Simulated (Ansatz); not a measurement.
Input for Ansatz (a quantum-chemistry and plane-wave program): R-r2SCAN/def2-TZVPP on CH4 (SMILES C).

Ansatz 0.2 input:
```yaml
crystal:
  periodic: [false, false, false]
  atoms:
    - {symbol: C, position_ang: [0.00000000, 0.00000000, -0.00000000]}
    - {symbol: H, position_ang: [0.62892441, 0.62892441, 0.62892441]}
    - {symbol: H, position_ang: [-0.62892441, -0.62892441, 0.62892441]}
    - {symbol: H, position_ang: [0.62892442, -0.62892442, -0.62892441]}
    - {symbol: H, position_ang: [-0.62892442, 0.62892442, -0.62892441]}
basis:
  gaussian:
    orbitals: def2-TZVPP
hamiltonian:
  xc: {name: r2SCAN}
scf: {lower_state_search: off}
```

The log:

```
WARN ansatz: RAYON_NUM_THREADS=1 ignored (pool sized by the plan → 1); use --threads N
Functional definition: r2SCAN
these checks for a lower state are left out or cut short: stability, starts, cluster_reference, orbital_swaps, neighbouring_geometries, increment
integrals: 0.01 GiB planned
416 factors; their error is unknown
mean field: 0.16 GiB planned
mean field evaluation 1: about -1096.0140 eV, gradient 5.2e1 eV
mean field evaluation 2: about -1093.1666 eV, gradient 5.8e1 eV
mean field evaluation 4: about -1102.0948 eV, gradient 1.7e-1 eV
mean field evaluation 8: about -1102.0848 eV, gradient 3.4e-1 eV
mean field evaluation 16: about -1102.0849 eV, gradient 6.7e-6 eV
mean field -1102.08493703 eV, -40.5008744159 hartree, gradient 6.7e-6 eV, S^2 0.000000; 0 other end points of the search recorded, 0 dependent functions left out
reference -1102.08494513 eV, -40.5008747137 hartree; 5, 5 occupied and 82, 82 virtual orbitals, 416 factors
Total energy: -1102.08494513 eV, -40.5008747137 hartree
Checks for a lower state left out: stability, starts, cluster_reference, orbital_swaps, neighbouring_geometries, increment
```

The run converged.

Cost: roughly 0.9 core-seconds.
